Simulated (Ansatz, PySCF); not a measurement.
Noncovalent pair: C2H4 (SMILES C=C) (first 6 atoms) with C2H6O (SMILES COC); geometry from B3LYP-D3(BJ)/def2-TZVP, rigid monomers moved along the line of their centres of mass till H3···O8 is 3.43 Å.
(charge 0, multiplicity 1):
```xyz
15

C     -0.44379     0.26335     0.86130
C      0.71426    -0.14896     0.36590
H     -0.82173    -0.10254     1.80829
H     -1.05552     0.98644     0.33428
H      1.09653     0.21701    -0.57962
H      1.32753    -0.87557     0.88562
C     -0.61935     1.00579     5.53710
O     -0.59591    -0.36866     5.21716
C      0.71196    -0.89874     5.22206
H     -0.04459     1.59398     4.81051
H     -0.20907     1.18891     6.53865
H     -1.65929     1.32797     5.51446
H      1.35366    -0.38285     4.49682
H      0.63823    -1.95067     4.95020
H      1.17182    -0.81633     6.21542
```

Monomers are frozen at their geometry in the pair; levels with a basis set take the counterpoise correction. Rows marked so take none.

Correlated levels freeze the cores. Rows in 6-31G*, STO-3G carry no dispersion term and start afresh at each structure (6-31G* with six Cartesian d functions).

Run with Ansatz (Gaussian basis) for Hartree–Fock, density functionals and correlated methods; PySCF for 6-31G* rows, STO-3G rows. Each number belongs to the level named beside it.

### Question
What interaction energy does HF/6-31G* (no counterpoise) give?

### Answer
-25 meV

### Question
Give the interaction energy at the level CCSD(T)/aug-cc-pVDZ.

### Answer
-36 meV

### Question
Estimate the interaction energy that HF/STO-3G (no counterpoise) returns for this input.

### Answer
-6 meV

Ansatz is a quantum-chemistry and plane-wave program.
